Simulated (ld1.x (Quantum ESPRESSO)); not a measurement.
Pseudopotential generation for chromium (Cr): TM, PW91, non-relativistic.

ld1.x (Quantum ESPRESSO) 7.5 input, shortened:

```
&input
   title='Cr', zed=24., rel=0, dft='PW91', iswitch=3,
   config='[Ar] 3d5 4s0 4p1 4f-2'
 /
 &inputp
   pseudotype=2, tm=.true., lloc=0,
   nlcc=.true., new_core_ps=.true.
 /
4
4P  2  1   1.00   0.00  3.80  3.80  0.0
3D  3  2   5.00   0.00  2.15  2.15  0.0
4F  4  3  -2.00   0.40  3.25  3.25  0.0
4S  1  0   0.00   0.00  2.15  2.15  0.0
 &test
   configts(1)='3d5 4s0 4p1'
 /
```

All-electron outer shells of the reference configuration (PW91, non-relativistic, ld1.x):

```tsv
shell	level (eV)	outermost node (bohr)	outermost maximum (bohr)
3p	-46.53	0.33	0.80
4s	-4.87	1.13	2.71
3d	-4.39	–	0.84
4p	-1.73	1.25	3.80
```

(1) Estimate the cutoffs (Ry, on a coarse ladder) from which the occupation-weighted sum of valence levels, in a spherical-Bessel basis at the reference potential, stays within 10 and 1 mRy of its value at 400 Ry.

(2) What does a ghost test show?

(3) Which valence shell sets the plane-wave cutoff?

(4) Tests: 3d5 4s1 4p0; 3d5 4s0 4p0; 3d4 4s0 4p0; 3d3 4s0 4p0; 3d6 4s0 4p0; 3d2 4s0 4p0; 3d4 4s2 4p0. Which has the largest error in its energy relative to the reference configuration, and how large is it?

Results:

(1) 55 Ry and 80 Ry.

(2) No extra level below or beside the all-electron valence levels (p, d, f, s tested).

(3) 3d: its level needs 55 Ry to come within 1 mRy, against 6 Ry for 4p.

(4) 3d2 4s0 4p0, with -2068 meV (all-electron minus pseudo) on +99.76 eV.
